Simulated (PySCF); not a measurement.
C5H9NO, SMILES CN1CCCC1=O.

Coordinates come from a B3LYP-D3(BJ)/def2-SVP optimisation. One conformer was computed; it need not be the lowest.

Level of theory: TDA-M06-2X/def2-SVPD (PySCF).

Vertical excitations. The molecule is in vacuum.

Computed excitation energies, oscillator strengths and character:
```csv
state,energy (eV),λ (nm),f,main pairs
S1,5.67,219,0.001,HOMO−1→LUMO+3 73 %
S2,6.55,189,0.024,HOMO→LUMO 90 %
S3,7.21,172,0.196,"HOMO→LUMO+3 55 %, HOMO−1→LUMO 17 %"
S4,7.36,168,0.104,"HOMO−1→LUMO 61 %, HOMO→LUMO+3 17 %, HOMO−1→LUMO+2 14 %"
S5,7.46,166,0.011,HOMO→LUMO+1 75 %
S6,7.63,162,0.006,HOMO→LUMO+2 77 %
T1,5.22,238,0,"HOMO→LUMO+3 55 %, HOMO−1→LUMO+3 21 %"
T2,5.37,231,0,"HOMO−1→LUMO+3 55 %, HOMO→LUMO+3 20 %"
```
Triplets are in the Tamm–Dancoff approximation.
